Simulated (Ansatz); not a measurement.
Ansatz (a first-principles code) input (CCSD(T)/def2-SVPD):

Ansatz 0.2 input:
```yaml
crystal:
  periodic: [false, false, false]
  atoms:
    - {symbol: Ge, position_ang: [0.01702322, 0.00004286, 1.24039677]}
    - {symbol: I, position_ang: [1.01958355, -1.73557282, -0.38846273]}
    - {symbol: I, position_ang: [-1.02986172, 1.73554695, -0.36045607]}
basis:
  gaussian:
    orbitals: def2-SVPD
magnetization: {spin_polarized: false}
correlation: {method: ccsd_t, electrons: outside_noble_gas}
output: {forces: true}
```

End of the output:

```
mean field: 0.72 GiB planned
mean field evaluation 1: about -72612.0224 eV, gradient 1.6e1 eV
mean field evaluation 2: about -72612.0624 eV, gradient 1.6e1 eV
mean field evaluation 4: about -72613.3382 eV, gradient 1.6e0 eV
mean field evaluation 8: about -72613.3668 eV, gradient 2.7e-1 eV
mean field evaluation 16: about -72612.0213 eV, gradient 1.6e1 eV
mean field -72613.36804721 eV, -2668.4920566264 hartree, gradient 1.5e-6 eV, S^2 0.000000; 0 other end points of the search recorded, 0 dependent functions left out
32 core orbitals not correlated
reference -72613.36804721 eV, -2668.4920566264 hartree; 9, 9 occupied and 67, 67 virtual orbitals, 1250 factors
densities: 0.44 GiB planned
second order -7.62585151 eV of doubles, -0.00000000 eV of singles
coupled cluster: 0.31 GiB planned
cycle   1  -8.08103259 eV  change   -4.6e-1 eV  update   9.9e-2
cycle   2  -8.31214832 eV  change   -2.3e-1 eV  update   3.2e-2
cycle   3  -8.37643492 eV  change   -6.4e-2 eV  update   2.0e-2
cycle   4  -8.37242594 eV  change    4.0e-3 eV  update   6.0e-3
cycle   5  -8.37099959 eV  change    1.4e-3 eV  update   2.6e-3
cycle   6  -8.37107486 eV  change   -7.5e-5 eV  update   9.0e-4
cycle   7  -8.37104610 eV  change    2.9e-5 eV  update   3.0e-4
cycle   8  -8.37107706 eV  change   -3.1e-5 eV  update   8.3e-5
cycle   9  -8.37106975 eV  change    7.3e-6 eV  update   2.7e-5
cycle  10  -8.37106304 eV  change    6.7e-6 eV  update   9.3e-6
cycle  11  -8.37106480 eV  change   -1.8e-6 eV  update   3.7e-6
perturbative correction -0.33378156 eV, -0.0122662461 hartree
the calculation of the forces begins
Total energy: -72622.07289357 eV, -2668.8119538296 hartree
Atom 0 at     0.017023     0.000043     1.240397 Å, force     0.002668     0.000007     0.194418 eV/Å
Atom 1 at     1.019584    -1.735573    -0.388463 Å, force     0.058476    -0.101304    -0.098026 eV/Å
Atom 2 at    -1.029862     1.735547    -0.360456 Å, force    -0.061145     0.101297    -0.096392 eV/Å
Dipole moment:     0.003939     0.000010     0.287024 e Å
```
